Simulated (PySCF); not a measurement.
Geometry (Å), atoms numbered from 1 in this order:
```xyz
21

C    -2.659    0.905    0.055
C    -1.360    0.241   -0.217
C    -0.519    0.360   -1.238
C     0.679   -0.529   -0.948
C    -0.047   -1.688   -0.245
C    -0.716   -0.739    0.764
C     0.527   -0.036    1.285
C     1.368    0.095    0.266
C     2.703    0.738    0.184
H    -3.445    0.161    0.186
H    -2.933    1.568   -0.762
H    -2.595    1.487    0.975
H    -0.603    0.986   -2.106
H     1.323   -0.762   -1.793
H     0.629   -2.407    0.218
H    -0.757   -2.209   -0.889
H    -1.377   -1.168    1.512
H     0.638    0.312    2.295
H     2.679    1.558   -0.534
H     3.449    0.020   -0.159
H     3.006    1.126    1.153
```

PySCF 2.14.0 with density-fitted response routines calculation with geometry: GFN2-xTB and PBE0/pcSseg-1 with gauge-including orbitals; averaged over atoms made equivalent by symmetry, fast rotation or ring inversion, non-relativistic, one conformer, in vacuum.

Shifts are taken against calculated references (same method and geometry level): ¹³C vs TMS.

Do the ¹³C shifts follow the atomic charges (in e)? Tabulate both.

Results:


```csv
atoms,hybridisation,δ (ppm),σ para (ppm),Hirshfeld,IAO,Mulliken,ESP-fitted
C2/C8,sp2,166.1,-242,+0.01,+0.02,-0.24,+0.24
C3/C7,sp2,140.7,-204,-0.07,-0.20,+0.02,-0.48
C5,sp3,77.7,-137,-0.07,-0.23,+0.05,-0.49
C4/C6,sp3,57.9,-117,-0.03,-0.13,-0.27,+0.22
C1/C9,sp3,20.1,-76,-0.12,-0.43,-0.11,-0.61
```

Correlation coefficients of δ with charge over these carbons: Hirshfeld +0.67, IAO +0.79, Mulliken +0.01, ESP-fitted +0.38; with the paramagnetic shielding -1.00. With so few points, grouped by hybridisation, these coefficients are fragile. Charge is one influence among several: hybridisation and low-lying excitations act through the paramagnetic term.

Shifts are as computed. Against solution values, carbons near 30 ppm lie about +3 ppm off and those near 130 ppm about +5 ppm. Of 1211 compounds with measured shifts, 218 miss one by over three times the rms of a fit or turn the order of signals round; such compounds aren't used in these exercises.
